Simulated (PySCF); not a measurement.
Name the molecule from its bond curve

A diatomic of charge -1 contains Ge. Its triplet curve at UHF-MP2 in a double-zeta basis (no relativity, PySCF), in eV from the separated fragments:

| R (Å) | E (eV) |
| --- | --- |
| 1.403 | -2.039 |
| 1.468 | -2.249 |
| 1.533 | -2.363 |
| 1.582 | -2.402 |
| 1.631 | -2.408 |
| 1.680 | -2.388 |
| 1.745 | -2.332 |
| 1.827 | -2.227 |
| 1.925 | -2.067 |
| 2.055 | -1.825 |

The fit gives ωe = 1760 cm⁻¹ and the rotational constant Bₑ = 6.486 cm⁻¹.

Question: Which atom is the partner?

Answer: The minimum lies at 1.617 Å, so the reduced mass is 16.8576 u Å² cm⁻¹/(Bₑ·Re²) = 0.9940 u. With Ge at 73.92 u the partner weighs about 1.0 u: H. The molecule is GeH⁻.

Correlated steps freeze 9 core orbitals. Spin–orbit coupling is left out. The state was picked by a PBE0 search and need not be the measured ground state.
